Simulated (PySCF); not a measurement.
Species: CH6FSi2, charge -1, multiplicity 1. It need not be the lowest isomer of its formula. Whether it binds its extra electron was not tested at this geometry. SMILES: F[SiH2][CH-][SiH3]
Coordinates optimised at B3LYP-D3(BJ)/def2-TZVP (Ansatz):
```
C
H 1 1.0894
Si 1 1.7570 2 117.30
F 3 1.6595 1 119.48 2 -80.37
Si 1 1.7868 2 117.24 3 -173.56
H 3 1.4955 4 101.07 1 124.90
H 5 1.4984 1 112.04 2 -175.55
H 3 1.5024 6 107.96 4 -103.48
H 5 1.5121 7 104.63 1 -126.41
H 5 1.5155 7 103.33 9 -104.33
```
Charge -1, spin multiplicity 1.

Dispersion corrections to the total energy (kcal/mol) from the dftd3 and dftd4 libraries through PySCF: D3(BJ) without and D4 with the three-body term, each with the damping fitted for the functional named.

```
functional  D3(BJ)      D4
----------  ------  ------
CAM-B3LYP    -4.07       ?
BLYP        -10.53  -12.34
BP86             ?   -7.64
B2GP-PLYP    -3.99   -2.40
BHLYP        -7.19   -7.12
revPBE      -11.59  -16.67
r2SCAN           ?   -1.39
```

What belongs in the gaps?


- CAM-B3LYP, D4: -4.87
- BP86, D3(BJ): -8.20
- r2SCAN, D3(BJ): -1.34
